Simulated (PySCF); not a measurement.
Structure problem from calculated spectra and properties.

Elements present: B, C, F, H and O. Monoisotopic mass: 168.0569 u.

- 1H NMR: chemical shifts (computed TMS as zero) by class: 4.47 (1 H), 4.27 (1 H), 4.15 (1 H), 4.10 (1 H), 1.95 (1 H), 1.91 (1 H), 1.70 (1 H), 1.65 (1 H) ppm [GIAO PBE/pcSseg-2]
- Triplet: lowest triplet excitation (Tamm–Dancoff): 7.26 eV [TDA CAM-B3LYP/def2-SVPD]
- NMR, other nuclei: isotropic shieldings of nuclei other than C and H, by class: 71 (1 B), 165 (1 O), 188 (1 O), 236 (3 F) ppm [GIAO PBE/pcSseg-2]
- Polarisability: 78.9 au [CAM-B3LYP/def2-SVPD]
- Rotational structure: rotational constants A, B, C: 2.659, 0.591, 0.541 GHz [PBE0-D3(BJ)/def2-SVP]
- Couplings: largest of the computed one-bond spin–spin couplings (means over like bonds): 19F–13C -342.9 (×3), 11B–1H +191.5, 13C–1H +155.5, 13C–1H +148.9, 13C–1H +147.5, 13C–1H +137.6, 13C–1H +134.2, 13C–1H +133.6 Hz [B3LYP/pcJ-1, spin–dipole term left out for some pairs]
- Dipole: 4.04 D [CAM-B3LYP/def2-SVPD]
- UV, strongest line: among the 10 lowest singlet transitions: S9 at 9.26 eV (134 nm, f = 0.054) [TDDFT CAM-B3LYP/def2-SVPD]
- 13C NMR: chemical shifts (computed TMS as zero) by class: 140.8 (1 C), 72.4 (1 C), 67.0 (1 C), 46.4 (1 C), 38.6 (1 C) ppm [GIAO PBE/pcSseg-2]

Gas-phase values; electronic properties from PySCF, density fitting. Levels stand in brackets. One conformer (not necessarily the lowest) at the PBE0-D3(BJ)/def2-SVP geometry, without solvent, vibrations or thermal averaging. Each NMR value is the plain mean over a class of atoms that symmetry, rotation or inversion makes alike.

Problem. Which formula fits the mass and the elements?

Solution. C5H8BF3O2 (calculated 168.0569). No other formula that holds each of these elements comes within 0.0003 u with a fitting electron parity and a possible valence count.

Problem. Propose a structure and show how it fits.

Solution. Numbering: `[F:1][C:2]([F:3])([F:4])[CH2:5][C@H:6]1[CH2:7][CH2:8][O:9][BH:10][O:11]1`. 5 carbons fall into 5 classes; from least to most shielded: CF3 carbon [C2] (140.8 ppm), ring sp3 carbon bound to oxygen [C6] (72.4 ppm), ring sp3 carbon bound to oxygen [C8] (67.0 ppm), chain CH2 carbon [C5] (46.4 ppm), ring CH2 carbon [C7] (38.6 ppm). Hydrogen classes from least to most shielded: 1 H on an sp3 carbon bound to oxygen, C6 (4.47 ppm), 1 H on a three-coordinate boron, B10 (4.27 ppm), 1 H on an sp3 carbon bound to oxygen, C8 (4.15 ppm), 1 H on an sp3 carbon bound to oxygen, C8 (4.10 ppm), 1 H on a chain CH2 carbon, C5 (1.95 ppm), 1 H on a chain CH2 carbon, C5 (1.91 ppm), 1 H on a ring CH2 carbon, C7 (1.70 ppm), 1 H on a ring CH2 carbon, C7 (1.65 ppm). The other shieldings belong to: 71 ppm, three-coordinate boron [B10]; 165 ppm, boron-bound oxygen [O11]; 188 ppm, boron-bound oxygen [O9]; 236 ppm, fluorine of a CF3 group [F1/F3/F4]. The couplings run between: -342.9 Hz, fluorine of a CF3 group [F1] and CF3 carbon [C2] (with 2 like pairs); +191.5 Hz, three-coordinate boron [B10] and its hydrogen; +155.5 Hz, sp3 carbon bound to oxygen [C8] and its hydrogen; +148.9 Hz, sp3 carbon bound to oxygen [C6] and its hydrogen; +147.5 Hz, sp3 carbon bound to oxygen [C8] and its hydrogen; +137.6 Hz, chain CH2 carbon [C5] and its hydrogen; +134.2 Hz, ring CH2 carbon [C7] and its hydrogen; +133.6 Hz, ring CH2 carbon [C7] and its hydrogen. The optimised geometry has point group C1 and is an asymmetric top. Structure: `FC(F)(F)C[C@H]1CCOBO1`. The assignments are read from this structure; whether some other isomer fits the data as well wasn't checked. The mirror image fits equally.
